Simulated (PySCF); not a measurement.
Species: C₄H₁₁PSi.
SMILES with atom numbers: `[CH2:1]=[CH:2][CH2:3][Si@H:4]([CH3:5])[PH2:6]` (hydrogens: H7, H8 on C1; H9 on C2; H10, H11 on C3; H12 on Si4; H13, H14, H15 on C5; H16, H17 on P6)

The calculation used core-valence-separated Tamm–Dancoff BHandHLYP/aug-pcX-1 (pcseg-1 on H, def2-SVPD on Si, def2-SVPD on P) in PySCF, non-relativistic, gas phase, PBE0-D3(BJ)/def2-SVP geometry.

Computed carbon K-edge spectrum, Gaussian lines of 0.6 eV full width, highest printed point 100; it ends one width below the last computed root. BHandHLYP without relativity tends to put these K edges a few eV too low, so spacings mean more than positions.

```csv
photon energy (eV),absorption
281.8,0
281.9,1
282.0,2
282.1,5
282.2,12
282.3,23
282.4,39
282.5,57
282.6,73
282.7,82
282.8,81
282.9,70
283.0,53
283.1,35
283.2,20
283.3,10
283.4,4
283.5,2
283.6,1
283.7,0
283.8,0
283.9,0
284.0,0
284.1,0
284.2,0
284.3,0
284.4,0
284.5,0
284.6,0
284.7,1
284.8,2
284.9,3
285.0,5
285.1,8
285.2,12
285.3,18
285.4,27
285.5,40
285.6,57
285.7,74
285.8,89
285.9,99
286.0,100
286.1,94
286.2,83
```

Task: Assign the maxima to core holes.

Result: 2 maxima:
- 282.7 eV: C2 (alkene CH carbon), 282.82 eV, f = 0.065, 1s→π*, 54 % of the height at the exact maximum; C1 (terminal =CH2 carbon), 282.64 eV, f = 0.056, 1s→π*, 46 % of the height at the exact maximum
- 286.0 eV: C3 (sp3 carbon bound to silicon), 285.88 eV, f = 0.028, 20 % of the height at the exact maximum; C2 (alkene CH carbon), 286.06 eV, f = 0.026, 18 % of the height at the exact maximum; C5 (Si-methyl carbon), 285.78 eV, f = 0.029, 16 % of the height at the exact maximum; C1 (terminal =CH2 carbon), 286.00 eV, f = 0.018, 13 % of the height at the exact maximum

Further lines of some strength in the range: C1, 285.58 eV, f = 0.009; C3, 285.64 eV, f = 0.008; C5, 285.94 eV, f = 0.015; C5, 286.14 eV, f = 0.017.

Roots within 0.03 eV on the same or equivalent atoms count as one line; shares under 12 % aren't listed.

Vibrational structure and lifetime widths aren't in the curve. The ionisation threshold wasn't computed; near and above it a finite basis only mimics Rydberg series and continuum.

Shape of the structure used: `[CH2:1]=[CH:2][CH2:3][Si@H:4]([CH3:5])[PH2:6]`: C1–C2–C3–Si4 -106°, C2–C3–Si4–C5 61°, H–P6–Si4–C3 -73°, H–P6–Si4–C3 -167°.

One conformer stands for the species.
